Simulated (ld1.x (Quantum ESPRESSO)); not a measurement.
## Before and after: TM semilocal potential for nickel

ld1.x (Quantum ESPRESSO) 7.5 input, shortened:

```
&input
   title='Ni', zed=28., rel=1, dft='PBE', iswitch=3,
   config='[Ar] 3d8 4s1.5 4p0'
 /
 &inputp
   pseudotype=1, tm=.true., lloc=0,
   nlcc=.false.
 /
3
3P  2  1   6.00   0.00  0.75  0.75  0.0
3D  3  2   8.00   0.00  1.05  1.05  0.0
4S  1  0   1.50   0.00  2.05  2.05  0.0
 &test
   configts(1)='3p6 3d8 4s1.5 4p0'
 /
```

Change: all radii scaled by about 1.26 (s 2.60, p 0.94, d 1.32 bohr).

Cutoffs: the cutoffs (Ry, on a coarse ladder) from which the occupation-weighted sum of valence levels, in a spherical-Bessel basis at the reference potential, stays within 10 and 1 mRy of its value at 400 Ry; they do not see the model core or the augmentation charge, which bear on the density cutoff. Errors are all-electron minus pseudo energies relative to the spin-unpolarised reference configuration.

Q: Predict the effect on cutoff, ghosts and configuration errors.

A: Of the 7 tests that both files solve, the error grows in 3 and shrinks in 3 by more than 15 % and 0.3 meV (median size 5.1 → 2.1 meV); neither file shows a bound ghost. A semilocal file is local in each channel, so a ghost entry of none says nothing of the separable form that plane-wave codes build from it.

| quantity | base | changed |
| --- | --- | --- |
| cutoff, loose | 200 Ry | 160 Ry |
| cutoff, tight | over 300 Ry | 260 Ry |
| loose cutoff by channel (10 mRy a level) | p 140 Ry, d 180 Ry, s 8 Ry | p 70 Ry, d 120 Ry, s 8 Ry |
| bound ghosts | none | none |
| error for 3p6 3d8 4s2 4p0, meV [ΔE -3.72 eV] | -0.3 | +0.7 |
| error for 3p6 3d8 4s1 4p0, meV [ΔE 5.61 eV] | -1.8 | -1.0 |
| error for 3p6 3d8 4s0 4p0, meV [ΔE 22.96 eV] | -18 | -23 |
| error for 3p5 3d8 4s2 4p0, meV [ΔE 75.81 eV] | -112 | -116 |
| error for 3p6 3d8.5 4s1.5 4p0, meV [ΔE -4.90 eV] | -5.1 | +1.1 |
| error for 3p6 3d8 4s0 4p2, meV [ΔE 5.78 eV] | +0.7 | +12 |
| error for 3p6 3d8 4s0 4p1, meV [ΔE 11.29 eV] | -6.2 | +2.1 |
